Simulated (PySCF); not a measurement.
# How the method changes the constants of DyN

State: octet, about 9.1 electrons in the 4f shell (Mulliken), real f orbitals that mix terms. Set-up: PySCF, spin-free X2C with a Gaussian nucleus, basis sets Dy x2c-TZVPall, N x2c-TZVPall. De refers to Dy (4f10 6s2) + N in their high-spin ground configurations, without counterpoise correction. The functionals are run spin-unrestricted. A positive dipole means Dy(−)N(+). Levels whose curve was spin-contaminated or gave no clean fit are not listed.

| Level | Re (Å) | ωe (cm⁻¹) | De (eV) | μ (D) |
| --- | --- | --- | --- | --- |
| UHF | 1.850 | 837 | n/a | -4.67 |
| UHF-MP2 | 1.800 | 782 | n/a | n/a |
| UHF-SCS-MP2 | 1.818 | 783 | n/a | n/a |
| LDA | 1.774 | 792 | 4.58 | -3.85 |
| PBE | 1.793 | 773 | 3.63 | -3.82 |
| r²SCAN | 1.776 | 773 | 3.27 | -3.82 |
| PBE0 | 1.795 | 789 | 3.08 | -4.06 |
| HSE06 | 1.800 | 783 | 3.10 | -4.15 |

The bond length runs from 1.774 Å (LDA) to 1.850 Å (UHF). De spans 3.08 eV (PBE0, global hybrid GGA) to 4.58 eV (LDA, local density).

Correlated steps freeze 19 core orbitals. These are scalar-relativistic numbers at best; spin–orbit coupling would shift them, the dissociation energy most. Counting both spins, an empty level lies below a filled one in some of these solutions, because spin and occupation are held. With d or f electrons several states lie close, and the lowest PBE0 determinant need not be the measured ground state.

The whole job (state search and all levels along the bond) took about 20 min on 4 threads of Arm Neoverse V1 (shared host), peak memory 11 GiB.
